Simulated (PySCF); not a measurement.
Ge(F)(SH)3 (FGeH3S3), SMILES [F][Ge]([SH])([SH])[SH]. Atoms are numbered in the order given.

```xyz
8

F     -1.4372     1.1750     0.5425
Ge    -0.1360     0.1110     0.0514
S     -0.8070    -1.0058    -1.7453
S      1.6369     1.3641    -0.4092
S      0.2905    -1.2752     1.7311
H     -1.9725    -1.3823    -1.1653
H      0.9323     2.1921    -1.2182
H      0.3994    -0.2679     2.6311
```

Coordinates come from a B3LYP-D3(BJ)/def2-SVP optimisation. This is a generated structure with no PubChem entry under its InChIKey; it may be hypothetical. Other conformers were not sampled.

Calculation: PBE/def2-TZVP run with PySCF.

Atomic charges (e):

```
atom    IAO  Mulliken  Löwdin
----  -----  --------  ------
F1    -0.50     -0.33   -0.13
Ge2    0.91      0.71   -0.35
S3    -0.26     -0.31    0.10
S4    -0.26     -0.31    0.10
S5    -0.26     -0.31    0.10
H6     0.12      0.18    0.06
H7     0.12      0.18    0.06
H8     0.12      0.18    0.06
```
